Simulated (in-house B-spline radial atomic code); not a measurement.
Re. Computed with a B-spline radial atomic code. Model: non-relativistic spherical atom: semilocal Troullier-Martins pseudo-atom, one channel per l, against all electrons, high spin, G0W0 and RPA with empty states to l = 8, local potential for every l without a channel, a model core (radius 0 = none) keeps its share of the functional.

The core holds an angular momentum without a channel of its own, so the local potential lets valence electrons into it.

Without relativity these are model numbers for so heavy an element.

What the tables leave out is listed at the end.

The pseudopotential gives back the lowest level of each angular momentum of its own functional in the configuration it was made in; a second state of the same l is only approximately right. Exact exchange, RPA and GW see the smooth pseudo-orbitals and miss the exchange with the core, for which the functional's share stands in. The column with an uncorrelated core keeps all orbitals and exact exchange, and so separates missing core correlation from pseudisation. Only the three outermost levels and the lowest empty one were computed. RPA here is direct RPA, with no exchange kernel, and its energies carry an (l + 1/2)⁻⁴ tail. A hybrid on a potential with a model core restores only its own semilocal share of the core's exchange.

Command:
```bash
python run_psgw.py task.json out
```
Settings (lengths in bohr, energies in hartree):
```
Z                      75
electrons              75
configuration          [Xe] 4f14 5d5 6s2
generated_in           [Xe] 4f14 5d5 6s2
functional             pbe,pbe
core_shells            11
radius_factor          1.15
core_correction        True
ion_configuration      [Xe] 4f14 5d5 6s1
```

Cost of the run: 73 s on 1 thread of Intel(R) Xeon(R) Platinum 8375C CPU @ 2.90GHz (Ice Lake) (shared host).

Given: made with PBE; model core radius 0.928 bohr; local radius 1.578 bohr; mean-field start PBE0.

Valence shells of the generating configuration: 5p, 5d, 6s.

Channel: s 3.271, p 1.279, d 1.596 (radii in bohr).

Computed: largest level miss in the spin-unpolarised generating configuration 0 eV; valence RPA correlation energy all-electron orbitals -0.59287 hartree; valence RPA correlation energy pseudo -0.76264 hartree; pseudo-atom RPA polarisability 57.481 bohr³; ionisation by mean-field all-electron 6.4687 eV; ionisation by RPA all-electron 6.9973 eV; ionisation by RPA pseudo minus all 0.241 eV.

```
  level  occupied  mean-field all-electron (eV)  mean-field pseudo minus all (eV)  G0W0 all-electron (eV)  G0W0 uncorrelated core minus all (eV)  G0W0 pseudo minus all (eV)  exchange self-energy all-electron (eV)  exchange self-energy pseudo (eV)
6s down         1                       -4.6638                             -0.04                 -6.9006                                  0.047                      -0.288                                 -8.0274                           -7.8901
  6s up         1                       -5.9815                            -0.442                 -8.2811                                  0.055                      -0.881                                 -10.999                           -12.313
```

**Question.** What is the ionisation by mean-field pseudo minus all?

**Answer.** 0.072 eV.

**Question.** What is the all-electron RPA polarisability, core included?

**Answer.** 61.673 bohr³.

Among the listed levels the largest G0W0 shift of the pseudo-atom is -0.88 eV, for 6s up on the PBE0 start, while leaving the core uncorrelated moves that level by +0.06 eV. So pseudisation and the lost core exchange, not the missing core correlation, make the error. Not in the tables (levels of low weight, unsolved or above zero; the highest and the empty levels are kept at any weight): the PBE start was refused, since an empty level lay at or below an occupied one; on PBE0 the G0W0 levels 5d up (pseudo minus all +0.43 eV, weights 0.53 and 0.61), 5d down (pseudo minus all -0.25 eV, weights 0.41 and 0.55); no Hartree-Fock pseudo-atom is run with a model core.
